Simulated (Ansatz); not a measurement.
```yaml
crystal:
  periodic: [false, false, false]
  atoms:
    - {symbol: Cl, position_ang: [-0.630602, -0.379814, 2.025690]}
    - {symbol: Ge, position_ang: [0.030629, -0.048269, 0.025964]}
    - {symbol: Cl, position_ang: [1.691412, -1.340577, -0.317248]}
    - {symbol: I, position_ang: [-1.801184, -0.620869, -1.554696]}
    - {symbol: I, position_ang: [0.759643, 2.315929, -0.221011]}
basis:
  gaussian: {orbitals: STO-3G}
magnetization: {spin_polarized: true, initial_magnetization: 8}
hamiltonian: {xc: {name: PBEsol}}
```

```sh
$ ansatz run in.yaml --threads 4 --pin off --events-out ev --progress --plain --max-ram 11315MiB
```

Output, abridged:

```
Functional definition: PBEsol
952 factors; integrals over basis functions are off by at most 1.7e-5 eV
mean field evaluation 1: about -452993.8607 eV, gradient 9.0e1 eV
mean field evaluation 2: about -453191.5087 eV, gradient 4.2e1 eV
mean field evaluation 4: about -453259.6948 eV, gradient 2.4e1 eV
mean field evaluation 8: about -453259.6975 eV, gradient 2.4e1 eV
mean field evaluation 16: about -453279.1872 eV, gradient 7.4e-3 eV
mean field evaluation 96: about -453279.1707 eV, gradient 1.8e-1 eV
mean field evaluation 160: about -453279.1966 eV, gradient 7.8e-7 eV
mean field -453279.19658236 eV, -16657.7032307272 hartree, gradient 1.7e-6 eV, S^2 20.000000; 12 other end points of the search recorded, 0 dependent functions left out
reference -453279.19660412 eV, -16657.7032315269 hartree; 90, 82 occupied and 0, 8 virtual orbitals, 952 factors
Total energy: -453279.19660412 eV, -16657.7032315269 hartree
```

In this input the spin is set far too high for this molecule. The calculation finished and met its thresholds. The result belongs to that input, not to the molecule as meant.
